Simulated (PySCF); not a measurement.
Species: C5H9N2 (charge +1).
Geometry (B3LYP/def2-SVP, Å), atoms numbered from 1 in this order:
```
atom  x, y, z in Å
N1    -3.4201    0.0618    0.5267
C2    -2.3291   -0.5344    0.0628
C3    -1.0295   -0.0469    0.1514
C4     0.0332   -0.7844   -0.3817
C5     1.4049   -0.4932   -0.4026
C6     1.9778    0.6523    0.1401
N7     3.2737    0.9351    0.1268
H8    -3.3793    0.9594    1.0010
H9    -4.3361   -0.3615    0.4209
H10   -2.5020   -1.4980   -0.4295
H11   -0.8637    0.9160    0.6442
H12   -0.2400   -1.7349   -0.8553
H13    2.0661   -1.2225   -0.8789
H14    1.3513    1.4072    0.6261
H15    3.6338    1.7889    0.5399
H16    3.9503    0.3061   -0.2979
```

Computed, not measured: PySCF 2.14.0, B3LYP/def2-SVP geometry optimisation, gas phase.

Masses are those of the commonest isotopes; rigid-rotor values at the optimised geometry. The values belong to one conformer with, in the numbering `[NH2:1]/[CH:2]=[CH:3]/[CH:4]=[CH:5]\[CH:6]=[NH2+:7]`, C2–C3–C4–C5 180°, C4–C5–C6–N7 180°.

Question: What are A, B and C (cm⁻¹)?

Answer: Ia = 45.72, Ib = 546.73, Ic = 592.45 u·Å²; 505379 MHz·u·Å²/I gives 11054, 924.4 and 853.0 MHz, that is A = 0.36871, B = 0.03083, C = 0.02845 cm⁻¹.

Question: Classify the top.

Answer: A near-prolate asymmetric top: κ = (2 × 924.4 − 11054 − 853.0)/(11054 − 853.0) = -0.99.

Question: Is it planar, by Δ = Ic − Ia − Ib?

Answer: Planar: Δ = Ic − Ia − Ib = 0.00 u·Å². For a rigid frame Δ = −2 Σ m c², so it vanishes when all atoms lie in the ab plane; here none is more than 0.01 Å from it.

Question: Where do the levels up to J = 5 lie, in MHz?

Answer: Above 0(0,0):
J = 1: 1(0,1) 1777, 1(1,1) 11907, 1(1,0) 11978
J = 2: 2(0,2) 5332, 2(1,2) 15390, 2(1,1) 15604, 2(2,1) 45992, 2(2,0) 45993
J = 3: 3(0,3) 10663, 3(1,3) 20615, 3(1,2) 21043, 3(2,2) 51325, 3(2,1) 51327, 3(3,1) 102150, 3(3,0) 102150
J = 4: 4(0,4) 17768, 4(1,4) 27581, 4(1,3) 28295, 4(2,3) 58434, 4(2,2) 58440, 4(3,2) 109261, 4(3,1) 109261, 4(4,1) 180415, 4(4,0) 180415
J = 5: 5(0,5) 26648, 5(1,5) 36289, 5(1,4) 37359, 5(2,4) 67320, 5(2,3) 67333, 5(3,3) 118149, 5(3,2) 118149, 5(4,2) 189303, 5(4,1) 189303, 5(5,1) 280788, 5(5,0) 280788
The levels of one J sum to (2J + 1)J(J + 1)(A + B + C)/3.

Question: Which types of transition are allowed, and where do some lines up to J = 4 fall?

Answer: The dipole components (about the centre of mass, as the species is charged) are |μa| = 0.17 D, |μb| = 1.71 D, |μc| = 0.00 D; the mirror of this Cs structure is the ab plane, so μc vanishes by symmetry (the 0.01 D computed is a residue) and there are no c-type lines. Intensities carry the squares of the components, which stand as 0.01 : 1.00 (a : b). Some lines, for components of 0.1 D or more:

```tsv
type	branch	J(Ka,Kc)	MHz	lower level (cm⁻¹)
a	R	1(0,1) ← 0(0,0)	1777	0.000
a	R	2(1,2) ← 1(1,1)	3483	0.397
a	R	2(0,2) ← 1(0,1)	3554	0.059
a	R	3(2,2) ← 2(2,1)	5332	1.534
a	R	4(1,4) ← 3(1,3)	6966	0.688
a	R	4(0,4) ← 3(0,3)	7106	0.356
a	R	4(3,2) ← 3(3,1)	7110	3.407
a	R	4(3,1) ← 3(3,0)	7110	3.407
a	R	4(2,2) ← 3(2,1)	7113	1.712
b	Q	1(1,0) ← 1(0,1)	10201	0.059
b	Q	3(1,2) ← 3(0,3)	10381	0.356
b	Q	4(2,2) ← 4(1,3)	30145	0.944
b	Q	2(2,0) ← 2(1,1)	30389	0.521
b	R	3(2,2) ← 2(1,1)	35720	0.521
b	R	3(2,1) ← 2(1,2)	35936	0.513
b	R	4(2,3) ← 3(1,2)	37391	0.702
b	R	4(2,2) ← 3(1,3)	37824	0.688
b	Q	3(3,1) ← 3(2,2)	50826	1.712
b	R	4(3,1) ← 3(2,2)	57936	1.712
b	R	4(4,1) ← 3(3,0)	78265	3.407
```

Question: Estimate the classical rotational partition function at 25 K, 100 K and 500 K.

Answer: Point group Cs, symmetry number σ = 1; q = (√π/σ)·√((kT/h)³/(ABC)), k/h = 20836.6 MHz/K: 7140 at 25 K, 57100 at 100 K, 638000 at 500 K.

Not checked by B3LYP/def2-SVP frequencies. Geometry: B3LYP/def2-SVP, one conformer, isolated ion. These are rigid-rotor constants of the computed structure; measured ground-state constants (B0) also hold zero-point vibration. Quadrupole hyperfine structure (14N) is left out.

Hardware: Arm Neoverse V2, one thread (shared host). Cost: 28 s, 0.60 GiB resident at most. That covers the optimisation of the geometry.
